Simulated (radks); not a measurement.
The numbers below are computed, except where a source is named.
Q: The mean radii <r> (bohr) of the occupied orbitals of an atom or ion are listed with their occupations. Level of theory: Dirac Kohn-Sham, PBE, spin-unpolarised, spherical densities, finite nucleus; Fermi nuclear charge, rms radius of each element as measured or else 0.836 A^(1/3) + 0.57 fm (a radial shooting solver on a logarithmic mesh with Libxc functionals).

orbital  occ.      <r>
1s1/2       2  0.05409
2s1/2       2   0.2447
2p1/2       2   0.2131
2p3/2       4   0.2163
3s1/2       2   0.7437
3p1/2       2   0.7783
3p3/2       4   0.7888
3d3/2       4    1.068
3d5/2       5    1.078
6d3/2       1    31.05

Name the element and its charge. Open shells, if any, fill j = l - 1/2 first.

A: Z = 28, nickel, charge 0: Ni in [Ar] 3d9 6d1. The 1s radius gives Z: for a bare nucleus <r> = (2 gamma + 1)/(2Z) with gamma = sqrt(1 - (Z/c)^2), 0.05282 bohr for Z = 28, and screening makes it slightly larger (0.05409 here). The occupations add up to 28, and the charge is Z minus that.
